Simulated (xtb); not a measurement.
CH₂F₃O₃S (SMILES O=S(O)(=[OH+])C(F)(F)F), charge +1, singlet, at a GFN2-xTB geometry; GFN2-xTB run with xtb.

Input for xtb:
```
$ xtb mol.xyz --gfn 2 --chrg 1 --etemp 1000 --json

# file mol.xyz
10

O     -1.50163690    -0.03679460    -1.28087921
S     -0.81441371     0.07626905    -0.06332693
O     -1.20640698    -0.96777719     0.99251032
O     -0.95216872     1.44206462     0.62522922
C      1.07881954    -0.12694081    -0.08611951
F      1.48647616     0.01720548     1.14185455
F      1.55578318     0.80370194    -0.86729596
F      1.33138878    -1.32325958    -0.54312831
H     -1.95761827    -1.57561919     0.90910466
H     -1.56581189     2.13818618     0.34308804
```

The log (banner, timings and long lists left out):

```
   ID    Z sym.   atoms
    1    8 O      1, 3, 4
    2   16 S      2
    3    6 C      5
    4    9 F      6-8
    5    1 H      9, 10

           -------------------------------------------------
          |                Calculation Setup                |
           -------------------------------------------------

           -------------------------------------------------
          |                 G F N 2 - x T B                 |
           -------------------------------------------------

          ...................................................
          :                      SETUP                      :
          :.................................................:
          :  # basis functions                  40          :
          :  # atomic orbitals                  39          :
          :  # shells                           19          :
          :  # electrons                        50          :
          :  max. iterations                   250          :
          :  Hamiltonian                  GFN2-xTB          :
          :  restarted?                      false          :
          :  GBSA solvation                  false          :
          :  PC potential                    false          :
          :  electronic temp.         1000.0000000     K    :
          :  accuracy                    1.0000000          :
          :  -> integral cutoff          0.2500000E+02      :
          :  -> integral neglect         0.1000000E-07      :
          :  -> SCF convergence          0.1000000E-05 Eh   :
          :  -> wf. convergence          0.1000000E-03 e    :
          :  Broyden damping             0.4000000          :
          :  net charge                          1          :
          :  unpaired electrons                  0          :
          ...................................................

 iter      E             dE          RMSdq      gap      omega  full diag
   1    -32.3715046 -0.323715E+02  0.755E+00    7.17       0.0  T
   2    -32.4125102 -0.410056E-01  0.453E+00    6.61       1.0  T
   3    -32.4141883 -0.167809E-02  0.190E+00    6.77       1.0  T
   4    -32.4217337 -0.754538E-02  0.641E-01    6.60       1.0  T
   5    -32.4222422 -0.508573E-03  0.275E-01    6.58       1.0  T
   6    -32.4223754 -0.133158E-03  0.118E-01    6.56       1.0  T
   7    -32.4224053 -0.299194E-04  0.182E-02    6.55       1.7  T
   8    -32.4224057 -0.357983E-06  0.693E-03    6.55       4.6  T
   9    -32.4224057 -0.420264E-07  0.247E-03    6.55      12.8  T
  10    -32.4224057 -0.166629E-07  0.936E-04    6.55      33.8  T
  11    -32.4224057 -0.115551E-08  0.141E-04    6.55     224.7  T

   *** convergence criteria satisfied after 11 iterations ***

         :::::::::::::::::::::::::::::::::::::::::::::::::::::
         ::                     SUMMARY                     ::
         :::::::::::::::::::::::::::::::::::::::::::::::::::::
         :: total energy             -32.294975077357 Eh    ::
         :: gradient norm              0.000229819140 Eh/a0 ::
         :: HOMO-LUMO gap              6.550208306454 eV    ::
         ::.................................................::
         :: SCC energy               -32.422398894876 Eh    ::
         :: -> isotropic ES            0.184459586308 Eh    ::
         :: -> anisotropic ES          0.009989441015 Eh    ::
         :: -> anisotropic XC         -0.025845838526 Eh    ::
         :: -> dispersion             -0.006778835488 Eh    ::
         :: repulsion energy           0.127423817520 Eh    ::
         :: add. restraining           0.000000000000 Eh    ::
         :: total charge               1.000000000000 e     ::
         :::::::::::::::::::::::::::::::::::::::::::::::::::::

           -------------------------------------------------
          |                Property Printout                |
           -------------------------------------------------

    * Orbital Energies and Occupations

[...]
        23        2.0000           -0.7411285             -20.1671
        24        2.0000           -0.7262816             -19.7631
        25        2.0000           -0.6940972             -18.8873 (HOMO)
        26                         -0.4533815             -12.3371 (LUMO)
        27                         -0.3663749              -9.9696
        28                         -0.3620102              -9.8508
        29                         -0.3287782              -8.9465
        30                         -0.1414045              -3.8478
        31                         -0.1354806              -3.6866
        32                         -0.1083097              -2.9473
        33                         -0.0835037              -2.2723
        34                         -0.0339714              -0.9244
        35                         -0.0136376              -0.3711
        36                         -0.0012689              -0.0345
       ...                                ...                  ...
        39                          1.0040495              27.3216
      -------------------------------------------------------------
                  HL-Gap            0.2407157 Eh            6.5502 eV
             Fermi-level           -0.5737394 Eh          -15.6122 eV

     #   Z          covCN         q      C6AA      α(0)
     1   8 O        0.860    -0.484    23.433     6.490
     2  16 S        3.615     1.493    93.629    16.286
     3   8 O        1.663    -0.483    22.516     6.406
     4   8 O        1.663    -0.483    22.516     6.406
     5   6 C        3.310     0.401    18.819     6.926
     6   9 F        0.815    -0.103    10.275     3.787
     7   9 F        0.813    -0.111    10.350     3.801
     8   9 F        0.813    -0.111    10.350     3.801
     9   1 H        0.808     0.439     0.418     1.016
    10   1 H        0.808     0.439     0.418     1.016

 Mol. C6AA /au·bohr⁶  :       1516.730517
 Mol. C8AA /au·bohr⁸  :      39214.055845
 Mol. α(0) /au        :         55.931986

Wiberg/Mayer (AO) data.
largest (>0.10) Wiberg bond orders for each atom

 ---------------------------------------------------------------------------
     #   Z sym  total        # sym  WBO       # sym  WBO       # sym  WBO
 ---------------------------------------------------------------------------
     1   8 O    2.026 --     2 S    1.701
     2  16 S    4.718 --     1 O    1.701     3 O    1.136     4 O    1.136
                             5 C    0.601
     3   8 O    2.138 --     2 S    1.136     9 H    0.775
     4   8 O    2.138 --     2 S    1.136    10 H    0.775
     5   6 C    3.883 --     6 F    1.026     8 F    1.016     7 F    1.016
                             2 S    0.601
     6   9 F    1.198 --     5 C    1.026
     7   9 F    1.188 --     5 C    1.016
     8   9 F    1.188 --     5 C    1.016
     9   1 H    0.807 --     3 O    0.775
    10   1 H    0.807 --     4 O    0.775
 ---------------------------------------------------------------------------

Topologies differ in total number of bonds
Writing topology from bond orders to xtbtopo.mol

molecular dipole:
                 x           y           z       tot (Debye)
 q only:       -1.954       0.292       0.565
   full:       -2.091       0.327       0.696       5.662
molecular quadrupole (traceless):
                xx          xy          yy          xz          yz          zz
 q only:        4.434      -0.734       4.952      -5.298      -1.653      -9.387
  q+dip:        6.576      -1.102       5.058      -6.304      -1.906     -11.634
   full:        6.392      -1.066       5.348      -6.402      -1.957     -11.740

           -------------------------------------------------
          | TOTAL ENERGY              -32.294975077357 Eh   |
          | GRADIENT NORM               0.000229819140 Eh/α |
          | HOMO-LUMO GAP               6.550208306454 eV   |
           -------------------------------------------------

normal termination of xtb
```
